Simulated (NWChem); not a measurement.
# CHCl$_{3}$OSi; SMILES [Si](C=O)(Cl)(Cl)Cl

```xyz
7

O     -1.5573     2.1706     0.7071
C     -1.4772     1.2477    -0.0734
Si    -0.0489    -0.0650     0.0019
Cl     1.2277     0.3661     1.5518
Cl     0.9544    -0.0211    -1.8054
Cl    -0.9073    -1.9284     0.2584
H     -2.2398     1.0945    -0.9026
```
Atoms are numbered in this order, from 1.

Program: NWChem. Pople sets run with spherical d functions. Coordinates come from a PBE-D3(BJ)/def2-SVP optimisation. Level: M06-2X/6-31G* with SMD (1 M gas to 1 M solution), gas-phase geometry. Reactions with the solvent are ignored.

| solvent | dielectric constant | solvation free energy (kcal/mol) | cavity-dispersion-structure term (kcal/mol) | dipole in solution (D) |
|---|---|---|---|---|
| water | 78.4 | -1.3 | 3.7 | 2.26 |
| 2-propanol | 19.3 | -5.4 | -0.9 | 2.17 |
| anisole | 4.22 | -5.4 | -2.6 | 1.93 |
| chloroform | 4.71 | -5.3 | -2.1 | 1.98 |
| tetrahydrofuran | 7.43 | -5.8 | -2.6 | 2.01 |
| ethanol | 24.9 | -5.1 | ___ | 2.20 |
| toluene | 2.37 | -5.2 | -3.1 | 1.81 |

**Question.** Fill in the missing entries.

**Answer.** 
- ethanol, cavity-dispersion-structure term (kcal/mol): -0.4
